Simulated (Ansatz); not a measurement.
`CC[O][GaH2]` + HI → `[GaH2][I]` + ethanol at 600 K and 1 bar (ligand exchange at a Ga–O bond).

Calculated with Ansatz (gas phase, PBE0-D4/def2-TZVP geometries, no zero-point term in ΔE). CBS: MP2 limit from def2 TZ/QZ plus the TZ coupled-cluster correction, frozen cores. Elements past krypton have def2 core potentials. For Ga, I outer-core shells are correlated without core-valence functions, which leaves a few kJ/mol of doubt a bond. Scalar relativity is left out up to krypton. Each species was taken in one conformer, which may not be the lowest.

```
      species  CCSD(T)/CBS energy (Eh)  H − E (kJ/mol)  S (J/(mol·K))
`CC[O][GaH2]`              -2079.43172           276.9          422.4
           HI               -298.03592            31.6          227.0
  `[GaH2][I]`              -2222.61527            67.0          325.9
        `CCO`               -154.88256           250.6          328.9
```

H − E and S are ideal-gas, rigid-rotor, harmonic terms from PBE0-D4/def2-TZVP, for one conformer and one mirror image of each species. 1 Eh = 2625.50 kJ/mol, R = 8.31446 J/(mol·K).

**Question.** By hand: ΔE, ΔH, ΔS and ΔG.

**Answer.** ΔE = (-2222.61527) + (-154.88256) − (-2079.43172) − (-298.03592) = -0.03019 Eh = -79.3 kJ/mol. Δ(H − E) = 67.0 + 250.6 − 276.9 − 31.6 = 9.1, so ΔH = -70.2 kJ/mol. ΔS = 325.9 + 328.9 − 422.4 − 227.0 = 5.4 J/(mol·K). ΔG = -70.2 − 600 × (5.4)/1000 = -73.4 kJ/mol.

**Question.** By hand: the equilibrium constant, and the temperature at which ΔG would vanish if ΔH and ΔS stayed fixed.

**Answer.** log₁₀ K = −ΔG/(RT ln 10) = 6.4. ΔH and −TΔS have one sign here, so there is no such temperature. One of them is within its doubt of zero, so this could turn.

The number of gas molecules stays the same, so ΔS is small and ΔH decides. A doubt of 5 kJ/mol in ΔE shifts log₁₀ K by 0.4 here. Other conformers and mirror images would add mixing entropy, several J/(mol·K) or more a flexible species. Modes under 60 cm⁻¹, often nearly free rotors, make the harmonic entropy too high. These are equilibria of isolated gas molecules and say nothing of rates. Largest T1 diagnostic: 0.014 (customary marks: 0.02 for closed shells, 0.045 for open ones).
